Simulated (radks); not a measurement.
The numbers below are computed, except where a source is named.
Valence configurations of neutral silicon (all share [Ne]). Code: a radial shooting solver on a logarithmic mesh with Libxc functionals. Model: scalar-relativistic Kohn-Sham, PBEsol, spin-unpolarised, spherical densities, finite nucleus; Fermi nuclear charge, rms radius 3.1224 fm. Energies are relative to 3s2 3p2; eigenvalues in eV.

| valence | E (eV) | e(3p) | e(3s) |
|---|---|---|---|
| 3s2 3p2 | 0.000 | -4.057 | -10.769 |
| 3s1.5 3p2.5 | 3.377 | -4.360 | -11.154 |
| 3s1 3p3 | 6.793 | -4.645 | -11.517 |
| 3p4 | 13.737 | -5.172 | - |

NIST lists [Ne] 3s2 3p2 as the ground configuration; this level of theory agrees among the configurations tried. The energies are those of spherical spin-averaged densities, not of single terms.
